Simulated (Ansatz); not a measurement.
# One arrangement of a pair

The pair of H$_{2}$O (SMILES O, atoms 1–3) and Br$_{2}$ (SMILES BrBr, atoms 4–5), both closed shells, in one local arrangement (a lower one may exist), relaxed at PBE0-D4/def2-TZVP:

| atom | x (Å) | y (Å) | z (Å) |
| --- | --- | --- | --- |
| O1 | -0.0651 | 0.0976 | -1.6603 |
| H2 | -0.4559 | 0.6724 | -0.9977 |
| H3 | 0.3946 | -0.5751 | -1.1525 |
| Br4 | 0.6092 | -1.0971 | 1.8406 |
| Br5 | -0.4828 | 0.9021 | 1.9699 |

Computed with Ansatz 0.2.0 (basis: def2-TZVPPD, with def2-QZVPPD for the basis limit); correlated methods freeze the cores. Filled d shells of the heavier atoms are correlated. The def2 sets are not built for correlating such inner shells, so the correlated values are less sure here. B3LYP uses VWN-RPA correlation. Extrapolation: Hartree–Fock as exp(−7.88 √X), correlation as X^−2.97. Interaction energies count from these two fragments, frozen as in the pair, with the counterpoise correction; negative means bound.

Task: What is the interaction energy by CCSD(T) at an estimated basis limit (MP2 extrapolated from triple and quadruple zeta, plus CCSD(T) − MP2 in triple zeta)? (Judge from chemistry; the value comes from the calculation.)

Result: The calculation gives: -5.9 kJ/mol. Hartree–Fock alone gives 2.0 kJ/mol at the basis limit, so without correlation the pair would not bind at this distance. It counts from the two fragments frozen as in the pair.

The same quantity by other methods in triple zeta, and each one's difference from that estimate:
```csv
method,E_int (kJ/mol),difference
PBE-D4,-7.1,-1.2
revPBE-D4,-5.3,0.6
BLYP-D4,-5.4,0.5
r2SCAN-D4,-6.4,-0.5
B97M-V,-6.3,-0.4
PBE0-D4,-6.2,-0.3
B3LYP-D4,-5.7,0.2
HSE06-D4,-6.2,-0.3
wB97X-V,-5.8,0.1
wB97M-V,-5.6,0.3
B2PLYP,-2.2,3.7
HF,2.1,8.0
MP2,-4.4,1.6
CCSD,-3.1,2.8
CCSD(T),-4.1,1.8
```
Differences are method less estimate.

Task: Which atoms make the shortest contact between the fragments?

Result: H2 and Br5, 2.98 Å apart.

Basis-set superposition shift (counterpoise-corrected less uncorrected): CCSD(T) 3.0; MP2 3.0; HF 0.4; PBE0-D4 0.4; wB97M-V 0.4 kJ/mol.

T1 diagnostic: at most 0.011.

For scale, one of the runs: CCSD(T)/def2-TZVPPD, 188 basis functions, launched by `ansatz run in.yaml --threads 4 --pin off --events-out ev --progress --plain --max-ram 9574MiB`. Time: 53 s of wall clock on 4 CPU threads of an Intel Xeon Platinum 8259CL; the host was shared. Peak host memory: 2.1 GiB.
